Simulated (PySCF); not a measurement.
Ranking problems on computed properties.

All species are isolated and taken at one optimised geometry (atoms past krypton carry core potentials, spin–orbit coupling is left out). Electronic properties by PySCF.

The conformers computed, where there is a choice (atom-mapped SMILES and torsion angles):
- `[F:1][CH2:2][C:3]([F:4])([F:5])[C:6]([F:7])([F:8])[C:9]([F:10])([F:11])[F:12]`: F1–C2–C3–F4 -53°, C2–C3–C6–F7 67°, C3–C6–C9–F10 67°
- `[CH3:1][SiH2:2][B:3]([OH:4])[OH:5]`: C1–Si2–B3–O4 -165°, H–O4–B3–Si2 -178°, H–O5–B3–Si2 179°
- `[CH2:1]=[CH:2][C:3](=[O:4])[CH2:5][C:6]([NH2:7])=[O:8]`: C1–C2–C3–O4 1°, C2–C3–C5–C6 -145°, C3–C5–C6–N7 -37°, H–N7–C6–C5 14°, H–N7–C6–C5 176°

The conformers of `O=C(O)[SiH]1N[SiH2]N[SiH2]N1` and `FC(F)(F)SC1=C[CH2][GeH2][CH2]1` aren't listed.

Question: Rank by HOMO energy, lowest first (wB97X-D/def2-SVPD at PBE0-D3(BJ)/def2-SVP geometries).
A. `O=C(O)[SiH]1N[SiH2]N[SiH2]N1`
B. `[Si]([SiH2]C)(C)(C)C`
C. `[O]=[Tc](=[O])(=[O])[Cl]`
D. `[CH]#[Mo]([F])([F])[F]`

Answer: C (-12.17 eV), D (-10.27 eV), A (-9.32 eV), B (-9.04 eV).

Q: Give the two extremes of that set in hartree.

A: `[O]=[Tc](=[O])(=[O])[Cl]`: -0.447 Eh; `[H][Si]([H])(C)[Si](C)(C)C`: -0.332 Eh.

Question: Rank by HOMO–LUMO gap, highest first (wB97X-D/def2-SVPD at PBE0-D3(BJ)/def2-SVP geometries).
A. `O=C(O)[SiH]1N[SiH2]N[SiH2]N1`
B. `FCC(F)(F)C(F)(F)C(F)(F)F`
C. `[O]=[Tc](=[O])(=[O])[Cl]`
D. `[H][Si]([H])(C)[Si](C)(C)C`

Answer: B (14.21 eV), D (10.98 eV), A (10.36 eV), C (9.61 eV).

Q: By how much do the two ends of that ranking differ?

A: By 4.60 eV, between `FCC(F)(F)C(F)(F)C(F)(F)F` and `[O]=[Tc](=[O])(=[O])[Cl]`.

Question: Rank by lowest singlet excitation, highest first (TDDFT wB97X-D/def2-SVPD at PBE0-D3(BJ)/def2-SVP geometries).
A. `FC(F)(F)SC1=C[CH2][GeH2][CH2]1`
B. `[O]=[Tc](=[O])(=[O])[Cl]`
C. `FCC(F)(F)C(F)(F)C(F)(F)F`
D. `[CH]#[Mo]([F])([F])[F]`

Answer: C (9.33 eV), A (5.38 eV), B (4.02 eV), D (3.51 eV).

Q: Give the two extremes of that set as wavelengths.

A: `[CH]#[Mo]([F])([F])[F]`: 353 nm; `FCC(F)(F)C(F)(F)C(F)(F)F`: 133 nm.

Question: Rank by static isotropic polarisability, lowest first (wB97X-D/def2-SVPD at PBE0-D3(BJ)/def2-SVP geometries).
A. `FC(F)(C(F)(CF)F)C(F)(F)F`
B. `C[SiH2][Si](C)(C)C`
C. `[CH]#[Mo]([F])([F])[F]`
D. `[O]=[Tc](=[O])(=[O])[Cl]`
E. `FC(F)(F)SC1=C[CH2][GeH2][CH2]1`
F. `O=C(O)[SiH]1N[SiH2]N[SiH2]N1`

Answer: C (47.0 au), A (55.0 au), D (58.9 au), B (106.9 au), E (109.6 au), F (112.0 au).

Q: Give the two extremes of that set as polarisability volumes in Å³.

A: `[CH]#[Mo]([F])([F])[F]`: 6.97 Å³; `O=C(O)[SiH]1N[SiH2]N[SiH2]N1`: 16.60 Å³.

Question: Rank by lowest triplet excitation (Tamm–Dancoff), lowest first (TDA wB97X-D/def2-SVPD at PBE0-D3(BJ)/def2-SVP geometries).
A. `[H][Si]([H])(C)[Si](C)(C)C`
B. `O=C(O)[SiH]1N[SiH2]N[SiH2]N1`
C. `FC(F)(F)SC1=C[CH2][GeH2][CH2]1`
D. `[CH]#[Mo]([F])([F])[F]`
E. `[O]=[Tc](=[O])(=[O])[Cl]`
F. `FC(F)(C(F)(F)F)C(CF)(F)F`

Answer: D (3.02 eV), E (3.66 eV), C (4.13 eV), B (4.48 eV), A (6.14 eV), F (8.80 eV).

Question: Rank by smallest rotational constant, highest first (PBE0-D3(BJ)/def2-SVP).
A. `C[SiH2]B(O)O`
B. `C#C[BH-]1[NH2+][BH2-][NH2+]1`
C. `[O]=[Tc](=[O])(=[O])[Cl]`
D. `C=CC(=O)CC(N)=O`
E. `FCC(F)(F)C(F)(F)C(F)(F)F`

Answer: C (2.176 GHz), B (2.039 GHz), A (1.781 GHz), D (0.964 GHz), E (0.649 GHz).

wB97X-D is run here without its empirical dispersion term; that term would change no orbital, density or response property at a fixed geometry.
